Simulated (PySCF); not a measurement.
A thermochemical cycle for SrCl

PBE0 in PySCF with def2-SVP on every atom (core potentials on Sr), for the lowest determinant that a PBE0 search found; no spin–orbit coupling. SrCl, a doublet (σ ↑), has De = 4.40 eV to neutral atoms, and SrCl⁺, a singlet (closed shell), has De = 4.37 eV to Sr⁺ + Cl.

At the same level the Sr atom ionises at 5.61 eV.

Question: What is the adiabatic ionisation energy of the molecule, and does ionisation strengthen or weaken the bond?

Answer: IE = IE(Sr) + De(neutral) − De(ion) = 5.61 + 4.40 − 4.37 = 5.64 eV. De changes by -0.03 eV, so ionisation hardly changes the bond energy.

For an ion De counts to the pair picked by the measured ionisation energies or electron affinities, which need not be the lowest pair at this level. States were picked by a PBE0 search and need not be the measured ground states.
